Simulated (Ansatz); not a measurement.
Cost and result for the atomization energy of `C[NH+](C)[AlH3-]` (14 atoms, 13 bonds).

```xyz
14

C    -0.172   -0.036   -1.469
N     0.120   -0.424   -0.084
C    -1.102   -0.724    0.672
Al    1.242    1.001    0.861
H     0.764    0.138   -1.999
H    -0.755   -0.804   -1.986
H    -0.738    0.896   -1.455
H     0.702   -1.257   -0.099
H    -1.695    0.188    0.748
H    -0.833   -1.045    1.677
H    -1.697   -1.500    0.180
H     1.454    0.287    2.284
H     0.204    2.224    0.797
H     2.507    1.055   -0.127
```

Charge 0, multiplicity 1. The geometry is a stationary point of PBE0-D4/def2-TZVP. Program: Ansatz. All runs use 4 threads of a server CPU on a shared host. Times are those of one run each, without the atoms' runs, and a repeat can differ threefold. Electronic energies, without spin–orbit coupling; frozen cores. CCSD(T)/CBS adds CCSD(T) − MP2 in def2-TZVPP to the MP2 limit, and its time is that of the two runs behind it. T1 = 0.009. B3LYP takes the VWN-RPA correlation (the form of Gaussian; ORCA's B3LYP/G).

CCSD(T)/CBS is a level of theory with its own doubt, some kJ/mol a heavy atom from the limit and from the frozen cores, so smaller differences don't rank the functionals.

```json
{"level": "revPBE-D4/def2-TZVPP", "functions": "275", "wall time": "3 s", "atomization (kJ/mol)": "4625.0", "difference from CCSD(T)/CBS": "-62.0", "per bond": "-4.8"}
{"level": "BLYP-D4/def2-TZVPP", "functions": "275", "wall time": "3.4 s", "atomization (kJ/mol)": "4661.8", "difference from CCSD(T)/CBS": "-25.2", "per bond": "-1.9"}
{"level": "PBE-D4/def2-TZVPP (with forces)", "functions": "275", "wall time": "3.5 s", "atomization (kJ/mol)": "4706.1", "difference from CCSD(T)/CBS": "19.1", "per bond": "1.5"}
{"level": "BHLYP-D4/def2-TZVPP", "functions": "275", "wall time": "4.7 s", "atomization (kJ/mol)": "4603.4", "difference from CCSD(T)/CBS": "-83.6", "per bond": "-6.4"}
{"level": "CCSD(T)/def2-SVP", "functions": "110", "wall time": "6 s", "atomization (kJ/mol)": "4472.3", "difference from CCSD(T)/CBS": "-214.7", "per bond": "-16.5"}
{"level": "r2SCAN-D4/def2-TZVPP (with forces)", "functions": "275", "wall time": "6.5 s", "atomization (kJ/mol)": "4670.4", "difference from CCSD(T)/CBS": "-16.6", "per bond": "-1.3"}
{"level": "B3LYP-D4/def2-TZVPP (with forces)", "functions": "275", "wall time": "7 s", "atomization (kJ/mol)": "4694.9", "difference from CCSD(T)/CBS": "7.9", "per bond": "0.6"}
{"level": "r2SCANh-D4/def2-TZVPP", "functions": "275", "wall time": "7 s", "atomization (kJ/mol)": "4654.4", "difference from CCSD(T)/CBS": "-32.6", "per bond": "-2.5"}
{"level": "ωB97X-V/def2-TZVPP", "functions": "275", "wall time": "10 s", "atomization (kJ/mol)": "4698.8", "difference from CCSD(T)/CBS": "11.8", "per bond": "0.9"}
{"level": "ωB97M-V/def2-TZVPP (with forces)", "functions": "275", "wall time": "15 s", "atomization (kJ/mol)": "4695.0", "difference from CCSD(T)/CBS": "8.0", "per bond": "0.6"}
{"level": "MP2/def2-QZVPP", "functions": "541", "wall time": "48 s", "atomization (kJ/mol)": "4637.0", "difference from CCSD(T)/CBS": "-50.0", "per bond": "-3.8"}
{"level": "CCSD(T)/def2-TZVPP", "functions": "275", "wall time": "3 min", "atomization (kJ/mol)": "4580.0", "difference from CCSD(T)/CBS": "-107.0", "per bond": "-8.2"}
{"level": "CCSD(T)/CBS(def2)", "functions": "–", "wall time": "3.8 min", "atomization (kJ/mol)": "4687.0", "difference from CCSD(T)/CBS": "0.0", "per bond": "0.0"}
```

Leaving LDA and LC-ωPBE aside and taking each functional with its dispersion term where it has one, the values, not all of them listed here, spread over 112.3 kJ/mol, from BHLYP-D4 to CAM-B3LYP-D4. LDA lies +569.9 kJ/mol from PBE without D4, its usual overbinding. From PBE to PBE0 (25 % exact exchange), in def2-TZVPP and without D4, the atomization energy moves by −39.4 kJ/mol: exact exchange takes away binding that semilocal exchange gives to molecules. In def2-TZVPP, CCSD(T) changes the Hartree–Fock value by +1102.5 kJ/mol (the triples alone add +46.5 kJ/mol) and MP2 by +1096.0 kJ/mol; breaking electron pairs costs correlation energy, which Hartree–Fock lacks.
